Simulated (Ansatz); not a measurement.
One change: `C[S][GeH3]` becomes `BSC`.

Ansatz, PBE0-D4/def2-TZVP geometries, multiplicity 1. 

Scalar relativity is left out up to krypton.

```json
{"property": "HOMO–LUMO gap (B3LYP/def2-TZVPP) / eV", "`C[S][GeH3]`": "6.41"}
{"property": "HOMO energy (PBE0/def2-TZVPP) / eV", "`C[S][GeH3]`": "-6.77"}
{"property": "HOMO–LUMO gap (PBE/def2-TZVPP) / eV", "`C[S][GeH3]`": "4.80"}
{"property": "ideal-gas entropy at 298 K and 1 bar (rigid rotor, harmonic PBE0-D4/def2-TZVP) / J/(mol·K)", "`C[S][GeH3]`": "325"}
{"property": "HOMO energy (ωB97M-V/def2-TZVPP) / eV", "`C[S][GeH3]`": "-8.96"}
{"property": "size of the dipole moment (B3LYP/def2-TZVPP) / D", "`C[S][GeH3]`": "1.38"}
```

(1) What does the change do to each property? (An estimate is asked.)

Results:

(1) The calculation gave: 
```json
{"property": "HOMO–LUMO gap (B3LYP/def2-TZVPP) / eV", "`BSC`": "6.36", "shift": "-0.05"}
{"property": "HOMO energy (PBE0/def2-TZVPP) / eV", "`BSC`": "-7.85", "shift": "-1.08"}
{"property": "HOMO–LUMO gap (PBE/def2-TZVPP) / eV", "`BSC`": "4.75", "shift": "-0.05"}
{"property": "ideal-gas entropy at 298 K and 1 bar (rigid rotor, harmonic PBE0-D4/def2-TZVP) / J/(mol·K)", "`BSC`": "288", "shift": "-37"}
{"property": "HOMO energy (ωB97M-V/def2-TZVPP) / eV", "`BSC`": "-10.02", "shift": "-1.06"}
{"property": "size of the dipole moment (B3LYP/def2-TZVPP) / D", "`BSC`": "1.73", "shift": "0.35"}
```

With PBE0 the HOMO falls by 1.08 eV and the LUMO falls by 1.19 eV, so the gap narrows by about 0.11 eV. PBE moves the HOMO by -1.18 eV and ωB97M-V by -1.06 eV. The zero-point energy changes by -6.3 kJ/mol with -3 modes. Dipoles are sizes alone; their direction can turn.

B3LYP here is the variant with VWN-RPA as its local correlation; programs differ in this.
